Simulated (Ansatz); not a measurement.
```csv
atom,x (Å),y (Å),z (Å)
B,0.0000,0.0000,-0.7239
B,0.0000,0.0000,0.7239
```

Basis set: 6-31G* (spherical functions). Correlated methods keep 2 orbitals frozen. Charge 0, multiplicity 3.

Computed with Ansatz (development build ahead of 0.2.0); each method stands on the lowest determinant of its kind that the runs found.

The atomization energy at this shape (free ground-state atoms in the same class of orbitals less the molecule, no zero-point energy) of triplet B₂:

```csv
method,atomization energy
UHF-MP2,2.49 eV
```

**Question.** What does UHF give?

**Answer.** 2.36 eV. Caution: the shape is not the minimum; the unrestricted determinant is a mixture of spin states.
